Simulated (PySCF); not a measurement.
Bond length, frequency and bond energy of LaSe by level of theory

State: doublet, about 0.1 electrons in the 4f shell (Mulliken). Set-up: basis La x2c-SVPall, Se x2c-SVPall; spin-free X2C with a Gaussian nucleus; PySCF 2.14. De refers to La (5d1 6s2) + Se in their high-spin ground configurations, without counterpoise correction. The functionals are run spin-unrestricted. A positive dipole means La(−)Se(+).

| Level | Re (Å) | ωe (cm⁻¹) | De (eV) | μ (D) | CPU s a point (SCF and correlation, without the integrals) |
| --- | --- | --- | --- | --- | --- |
| UHF | 2.533 | 319 | n/a | -7.19 | 1.6 |
| UHF-MP2 | 2.510 | 320 | n/a | n/a | 2.6 |
| UHF-SCS-MP2 | 2.519 | 318 | n/a | n/a | n/a |
| UHF-CCSD | 2.518 | 319 | 4.68 | n/a | n/a |
| UHF-CCSD(T) | 2.530 | 307 | 4.90 | n/a | 80 |
| PBE | 2.511 | 301 | 5.57 | -5.32 | 5.9 |
| r²SCAN | 2.509 | 308 | 5.28 | -5.83 | 7.7 |
| TPSSh | 2.509 | 307 | 5.37 | -5.87 | 5.5 |
| PBE0 | 2.496 | 315 | 5.30 | -5.92 | 5.6 |
| MN15 | 2.479 | 320 | 4.91 | -6.02 | 6.1 |

Q: Which functional lies closest to UHF-CCSD(T) in De, which farthest, and by how much do they differ from it?

A: Closest is MN15 (-5.1 pm in Re, +4.2 % in ωe, +0.01 eV in De against UHF-CCSD(T) in the same basis), farthest PBE (-1.9 pm in Re, -2.0 % in ωe, +0.67 eV in De). CCSD(T) converges more slowly with the basis than the functionals do and binds too weakly in this one, so the order can change at the basis-set limit.

Q: What does a quarter of exact exchange do here, going from PBE to PBE0?

A: PBE0 less PBE: -1.5 pm in Re, +4.7 % in ωe, -0.27 eV in De. Exact exchange removes part of the self-interaction that spreads semilocal densities, and in most molecules shortens and stiffens the bond and lowers De; so it does here.

Q: What does the step from GGA to meta-GGA do here, going from PBE to r²SCAN?

A: r²SCAN less PBE: -0.2 pm in Re, +2.3 % in ωe, -0.29 eV in De. 

Correlated steps freeze 27 core orbitals. Correlated levels converge slowly with the basis: in double zeta they bind strong bonds too weakly, by up to about 1 eV, and carry superposition errors of some tenths. These are scalar-relativistic numbers at best; spin–orbit coupling would shift them, the dissociation energy most. The state is the lowest single determinant that the PBE0 search found; with open d or f shells the true ground state can be another one.

The whole job (state search and all levels along the bond) took about 10 min on 2 threads of Intel Xeon 6975P-C (shared host), peak memory 2.3 GiB.
